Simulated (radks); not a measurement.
Values are calculated unless marked as measured or tabulated.
Polarisability of the tellurium ion Te6+, [Kr] 4d10, at imaginary frequency. Level of theory: scalar-relativistic Kohn-Sham, PBE, spin-unpolarised, spherical densities, finite nucleus; Fermi nuclear charge, rms radius 4.7423 fm (a radial shooting solver on a logarithmic mesh with Libxc functionals). Response by self-consistent Sternheimer equations with the Hartree and adiabatic LDA kernel, the relativistic mass of each level held fixed and spin-orbit coupling left out.

w (hartree),alpha1(iw) (bohr^3),alpha2(iw) (bohr^5)
0.00266,1.346,1.926
0.0143,1.346,1.926
0.0360,1.346,1.925
0.0697,1.345,1.924
0.118,1.344,1.920
0.186,1.340,1.911
0.280,1.332,1.892
0.413,1.316,1.855
0.605,1.284,1.786
0.892,1.221,1.663
1.35,1.098,1.465
2.12,0.8810,1.185
3.59,0.5647,0.8191
6.94,0.2449,0.4029
17.5,0.06011,0.09469

Static values: alpha1 = 1.346 bohr^3 (0.1995 angstrom^3; uncoupled 1.986), alpha2 = 1.926 bohr^5, alpha3 = 4.240 bohr^7. C6 = 4.142, C8 = 29.13, triple-dipole C9 = 4.038 atomic units. One-pole (London) frequency 4 C6 / (3 alpha1^2) = 3.047 hartree, against 4.180 for minus the highest occupied eigenvalue.
